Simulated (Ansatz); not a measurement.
Energy difference R1 + R2 + R3 → 2 P1 + P2, each structure at its B3LYP-D3(BJ)/def2-TZVP stationary point, reached from a drawn start (curvature not checked).
P1, H2 (SMILES [H][H]) (charge 0, multiplicity 1):
```xyz
2

H      0.000     0.000     0.372
H      0.000     0.000    -0.372
```
R1: HCl (SMILES Cl), charge 0, multiplicity 1.
R2, HF (SMILES F) (charge 0, multiplicity 1):
| atom | x (Å) | y (Å) | z (Å) |
|---|---|---|---|
| F | 0.0000 | 0.0000 | 0.4622 |
| H | 0.0000 | 0.0000 | -0.4622 |
R3: SiH4 (SMILES [SiH4]), charge 0, multiplicity 1.
P2: ClFH2Si (SMILES F[SiH2]Cl), charge 0, multiplicity 1.

P less R. No zero-point or thermal terms.

Correlated levels freeze the cores.

Codes used: Ansatz (Gaussian basis) for Hartree–Fock, density functionals and correlated methods. All values are computed, each at the level named.

Task: Predict the reaction energy from CCSD(T)/cc-pV(Q+d)Z.

Result: -46.2 kcal/mol

Task: What reaction energy does SCS-MP2/cc-pV(D+d)Z give?

Result: -38.4 kcal/mol

Task: Give the reaction energy at the level MP2/cc-pV(Q+d)Z.

Result: -49.4 kcal/mol

Ansatz is an electronic-structure program.
